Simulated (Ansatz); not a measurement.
C₁₂H₁₆Hf, SMILES `C[C@@]12[C@H]3[C@H]4[C@H]5[C@@H]1[HfH2]45321678[C@@H]2[C@H]1[C@H]6[C@@]7(C)[C@@H]28`. Charge 0, multiplicity 1. Hf: def2 effective core potential. The geometry is a stationary point of PBE0-D4/def2-TZVP.

```xyz
29

C     1.245    0.395   -3.227
C     0.405   -0.457   -2.337
C    -0.882   -0.149   -1.850
C    -1.353   -1.247   -1.088
C    -0.356   -2.246   -1.110
C     0.730   -1.749   -1.861
Hf    0.532   -0.304    0.191
C    -0.045    2.060    0.588
C     1.096    1.820    1.383
C     0.731    0.903    2.390
C    -0.643    0.592    2.251
C    -1.448   -0.284    3.150
C    -1.116    1.306    1.130
H     1.029    0.179   -4.277
H     1.053    1.457   -3.063
H     2.307    0.216   -3.054
H    -1.421    0.769   -2.041
H    -2.312   -1.316   -0.595
H    -0.405   -3.205   -0.620
H     1.667   -2.258   -2.038
H     0.647   -1.760    1.349
H     2.289    0.077   -0.300
H    -0.098    2.716   -0.269
H     2.077    2.240    1.231
H     1.387    0.488    3.142
H    -0.835   -1.081    3.573
H    -2.280   -0.747    2.617
H    -1.868    0.299    3.975
H    -2.131    1.287    0.759
```

(1) What is the dipole moment at ωB97M-V/def2-TZVPP? (Estimate.)

(2) And with PBE, r2SCAN, B3LYP? (Estimate.)

(3) Give the Mulliken charges with ωB97M-V, PBE, B3LYP in def2-TZVPP. (Best estimate.)

## Answers

(1) The calculation gave: 2.36 D, with components (-1.96, 1.12, -0.70) D in this frame, pointing from negative to positive charge.

(2) Ansatz gave: PBE 2.18 D, r2SCAN 2.25 D, B3LYP 2.25 D.

(3) Computed: 
| atom | ωB97M-V | PBE | B3LYP |
| --- | --- | --- | --- |
| C1 | -0.30 | -0.26 | -0.27 |
| C2 | -0.02 | 0.02 | 0.02 |
| C3 | -0.12 | -0.08 | -0.12 |
| C4 | -0.17 | -0.15 | -0.18 |
| C5 | -0.12 | -0.12 | -0.14 |
| C6 | -0.14 | -0.13 | -0.17 |
| Hf7 | 0.23 | 0.28 | 0.54 |
| C8 | -0.17 | -0.15 | -0.18 |
| C9 | -0.12 | -0.12 | -0.14 |
| C10 | -0.14 | -0.13 | -0.17 |
| C11 | -0.02 | 0.02 | 0.02 |
| C12 | -0.30 | -0.26 | -0.27 |
| C13 | -0.12 | -0.08 | -0.12 |
| H14 | 0.13 | 0.10 | 0.10 |
| H15 | 0.10 | 0.08 | 0.08 |
| H16 | 0.12 | 0.10 | 0.11 |
| H17 | 0.13 | 0.12 | 0.13 |
| H18 | 0.13 | 0.12 | 0.14 |
| H19 | 0.14 | 0.14 | 0.15 |
| H20 | 0.14 | 0.13 | 0.14 |
| H21 | -0.13 | -0.21 | -0.24 |
| H22 | -0.13 | -0.21 | -0.24 |
| H23 | 0.13 | 0.12 | 0.14 |
| H24 | 0.15 | 0.14 | 0.15 |
| H25 | 0.14 | 0.13 | 0.14 |
| H26 | 0.12 | 0.10 | 0.11 |
| H27 | 0.10 | 0.08 | 0.08 |
| H28 | 0.13 | 0.10 | 0.10 |
| H29 | 0.13 | 0.12 | 0.13 |

B3LYP here is the variant with VWN-RPA as its local correlation; programs differ in this.
